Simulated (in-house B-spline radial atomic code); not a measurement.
Radial electron density of Hf²⁺, [Xe] 4f14 5d2. Level of theory: scalar-relativistic (X2C) CAM-B3LYP, spin-polarised, spherical fractional occupations, Fermi nucleus of rms radius 5.347 fm; calculated with an all-electron radial atomic-structure program (B-spline basis).

Caution: exact exchange at fractional occupations of open shells leaves self-interaction of up to several eV.

One-electron X2C: radii and densities carry no picture-change correction, so inner-shell <1/r> comes out high (for 1s by about 2 % at Z = 33, 5 % at 54, 10 % at 75, 30 % at 118) and <r> low.

Columns: r (bohr), 4πr²n(r) (electrons per bohr), bar.

```
0.000429     3.38 #
0.000533    4.596 ##
0.000662    6.224 ##
0.000823    8.402 ###
 0.00102    11.24 ####
 0.00127    15.03 #####
 0.00158    19.91 #######
 0.00196    26.03 #########
 0.00244    33.76 ###########
 0.00303    42.98 ###############
 0.00376    53.64 ##################
 0.00467    65.44 ######################
 0.00581    77.59 ##########################
 0.00721    88.57 ##############################
 0.00896    96.88 #################################
  0.0111    100.7 ##################################
  0.0138    99.39 ##################################
  0.0172    93.68 ################################
  0.0214    87.53 ##############################
  0.0265     86.6 #############################
   0.033    95.44 ################################
   0.041    112.6 ######################################
  0.0509    128.2 ###########################################
  0.0633    130.1 ############################################
  0.0786      116 #######################################
  0.0977    101.3 ##################################
   0.121      104 ###################################
   0.151    117.6 ########################################
   0.187      113 ######################################
   0.233     82.9 ############################
   0.289    60.08 ####################
   0.359    63.78 ######################
   0.447     70.7 ########################
   0.555    57.89 ####################
    0.69    36.17 ############
   0.857    22.06 #######
    1.06    15.63 #####
    1.32    10.72 ####
    1.64    6.065 ##
    2.04    2.755 #
    2.54    1.091 
    3.15   0.4154 
    3.92   0.1371 
    4.87  0.03388 
    6.05 0.005295 
    7.51 0.0004547
```

On this grid the curve has 4 maxima, near 0.0111, 0.0633, 0.151, 0.447 bohr.

The 4f down radial function P(r) = rR(r), positive near the nucleus:

```json
{"r (bohr)": "0.0265", "P": "0.002356"}
{"r (bohr)": "0.041", "P": "0.01031"}
{"r (bohr)": "0.0633", "P": "0.04038"}
{"r (bohr)": "0.0977", "P": "0.136"}
{"r (bohr)": "0.151", "P": "0.3743"}
{"r (bohr)": "0.233", "P": "0.7823"}
{"r (bohr)": "0.359", "P": "1.167"}
{"r (bohr)": "0.555", "P": "1.189"}
{"r (bohr)": "0.857", "P": "0.8345"}
{"r (bohr)": "1.32", "P": "0.4138"}
{"r (bohr)": "2.04", "P": "0.1386"}
{"r (bohr)": "3.15", "P": "0.028"}
{"r (bohr)": "4.87", "P": "0.00241"}
```
